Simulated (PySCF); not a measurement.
Mg(I)2, SMILES [I][Mg][I] (I2Mg) (CAM-B3LYP/def2-SVP optimised geometry):

```
3

Mg     0.000    -0.009     0.000
I      2.537    -0.009     0.000
I     -2.537     0.009     0.000
```

Calculation: CAM-B3LYP/def2-TZVP, def2 effective core potentials past Kr (PySCF).

Problem. What are the frontier orbital energies and the dipole moment?

Solution. HOMO-2 -9.14 eV, HOMO-1 -8.98 eV, HOMO -8.98 eV, LUMO -1.15 eV, LUMO+1 0.08 eV; dipole moment 0.03 D.

On the same geometry PBE/def2-TZVP, def2 effective core potentials past Kr run with PySCF 2.14.0 gives HOMO-2 -6.78 eV, HOMO-1 -6.65 eV, HOMO -6.65 eV, LUMO -2.63 eV, LUMO+1 -1.37 eV; dipole moment 0.03 D.
